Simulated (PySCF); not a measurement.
**Static response to an electric field**

[MoO3Br]- (charge -1 and singlet state).
Structure used (PBE0-D3(BJ)/def2-SVP), in Å, numbered top down from 1:
```
atom  x, y, z in Å
Mo1    0.074    0.135    0.073
O2    -0.004   -0.028    1.773
O3     1.704    0.201   -0.437
O4    -0.754    1.547   -0.420
Br5   -1.020   -1.854   -0.990
```

Level: PBE0/def2-SVPD (PySCF), static field, nuclei fixed, core orbitals frozen in the response. The polarisability tensor in these axes (au):

```
x   74.50  4.79  2.59
y    4.79 80.64  4.72
z    2.59  4.72 74.45
```

Question: Diagonalise the tensor; give its mean and Δα, where Δα² is half the sum of the squared differences of the eigenvalues.

Answer: Principal values 71.88, 71.90 and 85.81 au; mean 76.53 au = 11.34 Å³ = 12.62 × 10⁻⁴⁰ C²·m²/J; Δα = 13.93 au (18 % of the mean).

Question: Sum over states: ᾱ = Σ f/ω², ω in Eh. What share falls to these 10 lowest TDDFT singlets (eV, f)? 4.80, 0.0003; 4.80, 0.0003; 5.09, 0.0000; 5.12, 0.0137; 5.27, 0.0040; 5.27, 0.0034; 5.28, 0.0020; 5.48, 0.0003; 5.48, 0.0003; 5.90, 0.0000.

Answer: They add up to 0.68 au, 0.9 % of the 76.53 au; the largest single term is 0.39 au, from the state at 5.12 eV. Terms in order: 0.01, 0.01, 0.00, 0.39, 0.11, 0.09, 0.05, 0.01, 0.01, 0.00 au. Higher excitations give the rest. The strengths listed sum to 0.024.

Question: Rayleigh depolarisation ratio (linearly polarised light, static tensor)?

Answer: ρ = 3Δα²/(45ᾱ² + 4Δα²) = 581.8/(263551 + 775.7) = 0.0022.

Isolated species at its PBE0-D3(BJ)/def2-SVP geometry, gas phase. Atoms past krypton carry effective core potentials; spin–orbit coupling is left out. The calculation is non-relativistic apart from the core potentials, for bromine too.
